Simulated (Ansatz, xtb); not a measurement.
# C4H7BCl2O: which of two isomers lies lower

Structure I: `ClB(Cl)[C@@H]1CCOC1`, a singlet. Structure II: `CC(=O)[C@H](C)B(Cl)Cl`, a singlet. Both are isolated molecules in the gas phase, relaxed with B3LYP-D3(BJ)/def2-SVP; the shapes shown needn't be the lowest conformers.

I (Å):

```yaml
atoms:
  - { symbol: C, position_ang: [-0.8341, 0.3330, -0.7170] }
  - { symbol: C, position_ang: [-1.9842, -0.5460, -0.1674] }
  - { symbol: C, position_ang: [-1.2232, -1.7870, 0.3138] }
  - { symbol: C, position_ang: [0.2564, 0.0183, 0.3265] }
  - { symbol: B, position_ang: [-1.2221, 1.8394, -0.8746] }
  - { symbol: Cl, position_ang: [-1.2441, 2.6253, -2.4491] }
  - { symbol: Cl, position_ang: [-1.6835, 2.7981, 0.5328] }
  - { symbol: O, position_ang: [0.0708, -1.3405, 0.6915] }
  - { symbol: H, position_ang: [-0.5189, -0.0716, -1.6926] }
  - { symbol: H, position_ang: [-2.7514, -0.7754, -0.9214] }
  - { symbol: H, position_ang: [-2.4748, -0.0386, 0.6782] }
  - { symbol: H, position_ang: [-1.7155, -2.2726, 1.1738] }
  - { symbol: H, position_ang: [-1.1358, -2.5385, -0.4943] }
  - { symbol: H, position_ang: [1.2738, 0.1479, -0.0766] }
  - { symbol: H, position_ang: [0.1513, 0.6728, 1.2126] }
```

II (Å):

```xyz
15

C    -0.1849    1.3343   -0.8263
C     1.2160    1.5363   -0.2946
C     1.5683    0.8199    1.0286
C     2.5634    1.6515    1.8477
B     2.0954   -0.6151    0.6404
Cl    3.8092   -0.9532    0.4905
Cl    0.9623   -1.9250    0.2959
O     2.0303    2.2300   -0.8571
H    -0.2657    1.7547   -1.8369
H    -0.8987    1.8466   -0.1590
H    -0.4557    0.2677   -0.8266
H     0.6235    0.6673    1.5776
H     2.8674    1.1235    2.7634
H     3.4611    1.8617    1.2523
H     2.1174    2.6158    2.1355
```

**Question.** Which of the two would you expect CCSD(T)/def2-SVP + ΔMP2/def2-TZVPP electronic energies to favour?

**Answer.** Structure II; the calculation gives E(II) − E(I) = −10.2 kcal/mol.

The same difference at several levels:

| level | geometry | E(II) − E(I) (kcal/mol) | departure from the last row (kcal/mol) | job, with rough time for the two |
| --- | --- | --- | --- | --- |
| GFN2-xTB | GFN2-xTB | +4.9 | +15.1 | optimisation, 0.48 s |
| HF/STO-3G | GFN2-xTB | +23.7 | +33.9 | single point, 0.54 s |
| r2SCAN-D4/def2-SVP | GFN2-xTB | −11.7 | −1.5 | single point, 5.2 s |
| B3LYP-D3(BJ)/def2-SVP | B3LYP-D3(BJ)/def2-SVP | −12.6 | −2.4 | optimisation, 2.1 min |
| HF/def2-SVP | B3LYP-D3(BJ)/def2-SVP | −11.2 | −1.0 | part of the CCSD(T) run |
| MP2/def2-SVP | B3LYP-D3(BJ)/def2-SVP | −13.8 | −3.6 | part of the CCSD(T) run |
| CCSD(T)/def2-SVP | B3LYP-D3(BJ)/def2-SVP | −13.5 | −3.3 | single point |
| CCSD(T)/def2-SVP + ΔMP2/def2-TZVPP | B3LYP-D3(BJ)/def2-SVP | −10.2 |  | single point, 2.1 min |

As drawn, II has 1 C=O in place of 2 C–O. Structure I has a 5-membered ring, II no ring.

GFN2-xTB, HF/STO-3G put the two in the other order. The largest departure from CCSD(T)/def2-SVP + ΔMP2/def2-TZVPP is that of HF/STO-3G, 33.9 kcal/mol. The last row adds to CCSD(T) the change of the MP2 difference between the two basis sets, here +3.3 kcal/mol, a large step that makes the value less sure.

With thermal terms from frequencies at re-optimised GFN2-xTB minima (ideal gas, soft modes damped towards free rotors, one conformer each, 298.15 K, 1 atm): the zero-point term adds −2.0 kcal/mol; ΔH is −11.3 and ΔG −12.9 kcal/mol.

The correlated steps freeze 16 core orbitals. Codes used: Ansatz 0.2.0, xtb 6.7.1; the last row on 4 threads of Arm Neoverse V1 on a shared host.
